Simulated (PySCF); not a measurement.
## C₆ coefficients of unlike pairs at PBE0

Calculated with PySCF 2.14 from the dipole response of each species, C₆(A,B) = (3/π) ∫ α_A(iu) α_B(iu) du, in atomic units, from isotropic polarisabilities. For ions this is the dispersion term alone; charge-induced terms of lower order in 1/R come first.

| species | configuration | basis | relativity | α (bohr³) | C₆ (like pair) |
| --- | --- | --- | --- | --- | --- |
| I³⁺ | [Kr] 4d10 5s2 5p2 (3P) | def2-QZVPPD with the def2 core potential (28 electrons) (8s7p5d4f1g) | core potential | 10.12 | 57.33 |
| Ne²⁺ | [He] 2s2 2p4 (3P) | aug-cc-pVTZ-DK (5s4p3d2f) | spin-free X2C | 0.8527 | 1.084 |
| As | [Ar] 3d10 4s2 4p3 (4S) | aug-cc-pVTZ-PP with ECP10MDF (6s5p4d2f) | core potential | 31.96 | 271.0 |

(1) Estimate C₆ for As with Ne²⁺.

No spin-orbit coupling is included.

The other pairs:

| pair | C₆ |
| --- | --- |
| As, I³⁺ | 116.9 |
| Ne²⁺, I³⁺ | 7.223 |

Results:

(1) The integral gives 12.68. The combination rule 2 C_A C_B / (C_A α_B/α_A + C_B α_A/α_B) gives 12.28 and the geometric mean 17.14.
